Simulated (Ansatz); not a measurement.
Reaction (formal exchange of groups at a B–S bond): `CB[S][GeH3]` + `CCSCN` → `CBSCC` + `NC[S][GeH3]`

Gas-phase electronic energies from Ansatz, PBE0-D4/def2-TZVP geometries. CBS: MP2 limit from def2 TZ/QZ plus the TZ coupled-cluster correction, frozen cores. For Ge outer-core shells are correlated without core-valence functions, which leaves a few kJ/mol of doubt a bond. Scalar relativity is left out up to krypton. Each species was taken in one conformer, which may not be the lowest.

`CB[S][GeH3]`:

Z-matrix (Å, degrees):
```
C
B 1 1.558
H 1 1.096 2 109.5
H 1 1.091 2 115.0 3 -122.6
H 1 1.097 2 109.4 3 114.9
S 2 1.787 1 120.3 3 123.0
H 2 1.199 1 120.7 3 -57.1
Ge 6 2.235 2 100.6 1 180.0
H 8 1.534 6 109.2 2 -59.8
H 8 1.534 6 109.3 2 61.3
H 8 1.535 6 106.5 2 -179.3
```

`CCSCN`:

```xyz
14

C    -0.127    1.778   -0.807
C    -0.721    0.405   -1.046
S     0.492   -0.933   -1.091
C     0.891   -1.073    0.661
N    -0.269   -1.414    1.453
H     0.606    2.029   -1.576
H    -0.912    2.540   -0.816
H     0.369    1.833    0.164
H    -1.220    0.358   -2.017
H    -1.458    0.149   -0.282
H     1.710   -1.806    0.683
H     1.296   -0.125    1.025
H    -0.608   -2.336    1.208
H    -0.050   -1.405    2.441
```

`CBSCC`:

Cartesian coordinates in Å:
```
C 2.920 -0.112 -0.103
B 1.434 0.269 -0.390
S 0.126 -0.504 0.513
C -1.400 0.240 -0.149
C -2.612 -0.336 0.552
H 3.060 -0.869 0.671
H 3.482 0.784 0.185
H 3.395 -0.468 -1.025
H 1.144 1.085 -1.220
H -1.434 0.040 -1.221
H -1.338 1.319 -0.006
H -2.674 -1.417 0.412
H -2.578 -0.138 1.626
H -3.526 0.110 0.154
```

`NC[S][GeH3]`:

```xyz
11

N    -0.020   -1.431   -0.007
C    -0.708   -0.579   -0.946
S    -1.263    0.957   -0.148
Ge    0.661    1.475    0.842
H     0.383   -2.237   -0.469
H    -0.649   -1.754    0.717
H    -1.618   -1.003   -1.390
H    -0.022   -0.330   -1.758
H     1.809    1.232   -0.149
H     0.539    2.975    1.165
H     0.888    0.694    2.143
```

| level | ΔE (eV) |
| --- | --- |
| CCSD(T)/def2-TZVPP | 0.00 |
| MP2/def2-QZVPP | 0.01 |

Q: What does CCSD(T)/CBS give? (Best estimate.)

A: Ansatz gave: 0.00 eV. The listed levels differ from it by 0.00, 0.01 eV.

Largest T1 diagnostic among the species: 0.013.
